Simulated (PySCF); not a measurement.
## Magnetic susceptibility: `C=C/C(=N\N=C)C(C)C`, C$_{7}$H$_{12}$N$_{2}$

Geometry:
```csv
atom,x (Å),y (Å),z (Å)
C1,0.691,2.465,0.616
C2,1.057,1.309,0.071
C3,0.302,0.064,0.077
N4,0.803,-1.024,-0.366
N5,1.867,-1.277,-1.012
C6,2.976,-1.752,-0.639
C7,-1.122,0.021,0.576
C8,-1.563,-1.407,0.882
C9,-2.045,0.649,-0.474
H10,-0.238,2.596,1.142
H11,1.327,3.333,0.556
H12,2.014,1.240,-0.434
H13,3.263,-1.887,0.401
H14,3.676,-2.041,-1.404
H15,-1.180,0.612,1.496
H16,-2.579,-1.411,1.269
H17,-0.907,-1.859,1.622
H18,-1.528,-2.013,-0.019
H19,-1.747,1.671,-0.693
H20,-3.073,0.655,-0.117
H21,-2.003,0.073,-1.395
```

Computed, not measured: PySCF 2.14.0, GIAO PBE0/pcSseg-1 magnetisability, rotational g tensor and spin-rotation constants, non-relativistic, gas phase. Geometry: GFN2-xTB.

What are the magnetisability and the molar susceptibility?

Isotropic -1302 × 10⁻³⁰ J/T², or -78.4 × 10⁻⁶ cm³/mol; principal values -1509, -1282, -1115 × 10⁻³⁰ J/T², anisotropy 342 × 10⁻³⁰ J/T² (root of half the summed squared differences of the principal values). The susceptibility is in cgs units.

Split it along the inertial axes a, b, c into diamagnetic and paramagnetic parts about the centre of mass, with the quadrupole moment.


| axis | χ (10⁻⁶ cm³/mol) | diamagnetic (10⁻⁶ cm³/mol) | paramagnetic (10⁻⁶ cm³/mol) | summed x² of all electrons (Å²) | quadrupole Θ (D Å) |
| --- | --- | --- | --- | --- | --- |
| a | -68.6 | -724.1 | 655.5 | 227.8 | +7.34 |
| b | -77.3 | -1121.6 | 1044.3 | 134.1 | -1.63 |
| c | -89.2 | -1535.3 | 1446.0 | 36.6 | -5.71 |

Anisotropies 2χaa − χbb − χcc = +29.3 and 2χbb − χaa − χcc = +3.2 × 10⁻⁶ cm³/mol. Θ is traceless in Buckingham's convention.

And the rotational g tensor?


| axis | rotational constant (GHz) | g | nuclear part | electronic part |
| --- | --- | --- | --- | --- |
| a | 2.0877 | -0.0312 | 0.6117 | -0.6429 |
| b | 1.2322 | -0.0103 | 0.5942 | -0.6045 |
| c | 0.8729 | -0.0014 | 0.5916 | -0.5930 |

Asymmetric top; isotopes 12C, 1H, 14N; no vibrational averaging.
